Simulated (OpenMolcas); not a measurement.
Sn2+: effect of correlating more closed shells

| Quantity | Value |
| --- | --- |
| Program | OpenMolcas |
| Basis | ANO-RCC-VTZP [7s6p4d2f1g] |
| Scalar Hamiltonian | DKH2, point nucleus |
| Active space | 2 electrons in 4 orbitals (5s 5p) |
| State averaging | 2S+1 = 3 even, 3 roots; 2S+1 = 1 even, 7 roots; 2S+1 = 3 odd, 3 roots; 2S+1 = 1 odd, 3 roots |
| Spin-orbit coupling | RASSI with atomic mean-field integrals over the reference wave functions, term energies averaged over their components |

Methods on the same reference wave functions:
A. CASSCF
B. MS-CASPT2, IPEA 0.25 Eh, imaginary shift 0.1 Eh (closed shells correlated: none)
C. MS-CASPT2, IPEA 0.25 Eh, imaginary shift 0.1 Eh (closed shells correlated: 4d)
D. MS-CASPT2, IPEA 0.25 Eh, imaginary shift 0.1 Eh (closed shells correlated: 4s 4p 4d)

Energies in cm-1 above 5s2 1S0, the measured ground level; measured values from Moore, Atomic Energy Levels, vol. III, NSRDS-NBS 35 (1971 reprint of NBS Circular 467, 1958).

```tsv
Level	A	B	C	D	Measured
5s2 1S0	0.0	0.0	0.0	0.0	0.0
5s 5p 3P* 0	48732	49010	53910	54180	53548
5s 5p 3P* 1	50204	50470	55330	55600	55196
5s 5p 3P* 2	53464	53740	58640	58910	59229
5s 5p 1P* 1	85113	81030	79380	79470	79911
5p2 3P0	123604	123680	128290	129130	127308
5p2 3P1	125636	125840	130520	131370	130120
5p2 3P2 [56 %]	128110	127010	131700	132490	134567
5p2 1D2 [56 %]	137063	131310	136000	136770	128205
5p2 1S0	156831	150880	153230	153720
```

Deviations, from unrounded energies. A percentage is the sum of absolute deviations over the sum of measured energies, with the sign that they share, or ± where signs differ.

```tsv
Against measurement	Levels	A	B	C	D
mean absolute deviation (cm-1)	8	5500	4300	1700	1900
other configurations (%)	8	±5.8	±4.5	±1.8	±2.0
```

C lies closest to measurement on these levels and A furthest from it. The largest miss of C in the table is 5p2 1D2 [56 %], by +7800 cm-1. The ranking rests on the paired levels alone, and a cruder setting can come out closer through cancelling errors.

Among B to D the level of the table that moves most is 5p2 3P1, by 5500 cm-1 (lowest in B, highest in D). Moves below CASPT2's spread within the term are not significant.

The two smallest mean deviations differ by little beside CASPT2's spread within terms, so their order carries little weight.

The lowest spin-free term lies below A's lowest term by 0.005 hartree in B, 0.416 hartree in C, 0.604 hartree in D.

What an inner shell adds also hangs on whether the basis holds functions to correlate it.

CASPT2 does not keep the components of a term degenerate, so their means are used; among the terms shown or strongly mixed into the levels shown the widest spread is 810 cm-1 (5p2 1D, D). Over all roots computed the reference weight is 0.93 to 1.00 in B, 0.88 to 0.94 in C, 0.87 to 0.93 in D; the roots of lowest weight are the least certain, and an intruder state may touch them. Some levels mix across a computed gap that differs much from the measured one, so their mixing is not that of the real levels. The ¹D term of p² mixes with s d, which this space lacks. Computed and measured levels are paired by configuration, term and J; levels that our copy of the source lacks, or whose pairing is in doubt (as where it misses far off the trend of its configuration), stay unpaired and out of the deviations. Levels of configurations outside the active space are missing.

A share in square brackets marks a mixed level and gives the weight of the term that names it, the lowest over the columns. * marks odd parity.
